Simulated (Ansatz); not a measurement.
Reaction (redistribution): `[CH3][GeH]([NH2])[F]` + `CC1(O)[SiH2][Se]1` → `[CH3][GeH]([NH2])[OH]` + `CC1(F)[SiH2][Se]1`

Isolated molecules relaxed with PBE0-D4/def2-TZVP in Ansatz; ΔE leaves out vibrations. CBS: MP2 limit from def2 TZ/QZ plus the TZ coupled-cluster correction, frozen cores. Functionals use def2-TZVPP. For Ge, Se outer-core shells are correlated without core-valence functions, which leaves a few kJ/mol of doubt a bond. Scalar relativity is left out up to krypton. Each species was taken in one conformer, which may not be the lowest.

Is it downhill or uphill in electronic energy at CCSD(T)/CBS, and by how much? (Best estimate.)

The calculation gave: Uphill: ΔE = +51.3 kJ/mol.

What do these levels give: PBE-D4, PBE0-D4, ωB97M-V, r2SCAN, CCSD(T)/def2-TZVPP, MP2/def2-QZVPP? (Estimate.)

Computed: PBE-D4 52.1, PBE0-D4 52.5, ωB97M-V 50.1, r2SCAN 52.1, CCSD(T)/def2-TZVPP 50.6, MP2/def2-QZVPP 54.9 kJ/mol.

Largest T1 diagnostic among the species: 0.012.
